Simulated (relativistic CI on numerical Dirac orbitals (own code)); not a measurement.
Slater and spin-orbit integrals, K⁷⁺

Method of calculation: Dirac-Coulomb-Breit CI, orbitals from a KLI potential per configuration, model QED (radiative potential, 1s self-energy scaled to tabulated hydrogen-like ionisation energies), unscaled Slater integrals (own radial code, finite nucleus).

Slater integrals F^k, G^k are unscaled and averaged over j, outside the closed core [Ne]; ζ comes from projecting the Hamiltonian with its Breit term on Σ l·s of the shell.

- 3s.3p: G^1(3s,3p) = 119660, ζ(3p) = 2290.1 cm⁻¹; <r>(3s) = 1.087, <r^2>(3s) = 1.343, <r>(3p) = 1.12, <r^2>(3p) = 1.443 (bohr units).
- 3p2: F^2(3p,3p) = 89843, ζ(3p) = 2286.9 cm⁻¹; <r>(3p) = 1.124, <r^2>(3p) = 1.452 (bohr units).
- 3s.3d: G^2(3s,3d) = 82888, ζ(3d) = 71.067 cm⁻¹; <r>(3s) = 1.088, <r^2>(3s) = 1.345, <r>(3d) = 1.128, <r^2>(3d) = 1.483 (bohr units).

Averages of the first 10 configurations, taken without configuration mixing, which lowers the lowest level and can move excited configurations by several eV; other configurations of the list can lie among them:

| Configuration | Parity | States | Average energy above the lowest level (eV) |
| --- | --- | --- | --- |
| 3s2 | even | 1 | 1.7 |
| 3s.3p | odd | 12 | 18.7 |
| 3p2 | even | 15 | 39.8 |
| 3s.3d | even | 20 | 46.9 |
| 3d2 | even | 45 | 93.8 |
| 3p.3d | odd | 60 | 66.2 |
| 3p.4s | odd | 12 | 99.0 |
| 3s.4s | even | 4 | 78.9 |
| 3s.4p | odd | 12 | 86.3 |
| 3d.4s | even | 20 | 125.8 |
